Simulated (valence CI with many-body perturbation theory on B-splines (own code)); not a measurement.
# Basis-set convergence for Ir⁶⁴⁺

Calculated by relativistic CI+MBPT: three valence electrons over a frozen Dirac-Fock core [Ne], radial functions for each j: 9 s, 9 p, 8 d, 6 f, 3 g, 1 h, with the one-electron correlation potential Σ1, the two-electron term Σ2, the three-electron term Σ3, Breit, model QED; selected CI, second order for the rest, scaled by the run's own slope (own B-spline code, finite nucleus).

The last digits are not significant, and no measured levels were compared; by estimate large intervals hold to a few tenths of a per cent, small ones and those within an open d or f shell to about a per cent.

The reference run has the lowest level (3s^2 3p1/2) J=1/2 and an ionisation energy of 7422.50 eV. Its largest variational space holds 8422 state functions.

Levels are named by their leading jj configuration (3d3/2^4 stands for four electrons in 3d with j = 3/2), which in mixed levels can hold well under half, so a name can repeat and another be missing. Letters in brackets count levels of one name in rising energy.

Changed runs:
A. basis 6 s, 6 p, 5 d, 3 f, 1 g
B. basis 5 s, 5 p, 4 d, 2 f

Excitation energies of the reference run in cm⁻¹, and shifts in cm⁻¹:

```csv
Level,Reference,A,B
(3s 3p1/2^2) J=1/2,1442340,-37,-72
(3s^2 3p3/2) J=3/2,3546830,-37,-90
(3s 3p1/2 3p3/2) J=3/2 [a],4728800,-208,-609
(3s 3p1/2 3p3/2) J=5/2,4884330,-56,-153
(3s 3p1/2 3p3/2) J=3/2 [b],5058820,-22,-46
(3s 3p1/2 3p3/2) J=1/2,5146670,+3.7,+92
(3s^2 3d3/2) J=3/2,5535120,+287,+931
(3s^2 3d5/2) J=5/2,6253000,+228,+652
(3s 3p1/2 3d3/2) J=3/2 [a],6463380,-110,-300
(3s 3p1/2 3d3/2) J=3/2 [b],6573360,-56,-137
(3s 3p1/2 3d3/2) J=5/2,6670790,+88,+201
(3s 3p1/2 3d3/2) J=1/2,6897320,+195,+568
Ionisation energy (eV),7422.50,-0.021,-0.07
```
